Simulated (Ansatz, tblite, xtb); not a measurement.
# AlH3S2O (SMILES [OH][Al]([SH])[SH]): methods side by side

The species is AlH3S2O (7 atoms), meant as a singlet with charge 0. As SMILES, `[OH][Al]([SH])[SH]`. The coordinates come from a PBE0-D4/def2-TZVP relaxation. This is one conformer, not always the lowest.

```xyz
7

O    -1.9851    0.1812    0.4662
Al   -0.3389    0.0272    0.1419
S     0.9656    0.0148    1.8797
S     0.3631   -0.1441   -1.9167
H    -2.6781    0.2027   -0.1904
H     2.0783   -0.1182    1.1383
H     1.6565   -0.2317   -1.5647
```

Each level gives the dipole moment (D). The values are calculated.

```tsv
level	kind	program	value (D)	CPU time
GFN1-xTB	semi-empirical	tblite	2.31	under 2 s
GFN2-xTB	semi-empirical	xtb	1.36	under 2 s
IPEA1-xTB	semi-empirical	tblite	1.99	under 2 s
GFN0-xTB	semi-empirical	xtb	1.87	under 2 s
HF/STO-3G	Hartree–Fock	Ansatz	1.06	1.3 s
HF/3-21G	Hartree–Fock	Ansatz	1.79	2.1 s
HF/def2-SVP	Hartree–Fock	Ansatz	1.60	4.8 s
PBEsolx+PBEc/jun-cc-pV(T+d)Z (density fitting with cc-pVTZ-jkfit)	density functional	Ansatz	1.19	6.1 s
B3LYP/6-31G* (spherical functions)	global hybrid	Ansatz	1.40	11 s
B3LYP/6-31G* (Cartesian functions)	global hybrid	Ansatz	1.41	12 s
```

The values span 1.06 to 2.31 D. Sets without polarisation functions give poor dipoles. Times are those of the runs behind each value, whatever else they computed, on shared processors of several kinds: orders of magnitude only.
